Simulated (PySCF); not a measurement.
Vertical excitations of a molecule CH4ClGeNSi from TDDFT-LC-ωPBE/def2-SVPD (PySCF 2.14.0), as energy in eV (oscillator strength): 3.79 (0.000), 5.81 (0.002), 6.04 (0.006), 6.22 (0.005), 6.54 (0.012), 6.71 (0.051), 6.95 (0.084), 7.04 (0.095), 7.38 (0.197), 7.80 (0.062). Lowest triplet (TDA): 3.08 eV. The structure is a stationary point at B3LYP-D3(BJ)/def2-SVP. The values are those of a single conformer.

Problem. Identify the compound among the candidates.
A. Cl[Si@H]1C=[N][GeH2]1
B. [Cl][Ge@H]1[CH]=N[SiH2]1
C. [Cl][Ge@H]1[N]=C[SiH2]1
D. Cl[Si@H]1N=[CH][GeH2]1

Solution. D, Cl[Si@H]1N=[CH][GeH2]1
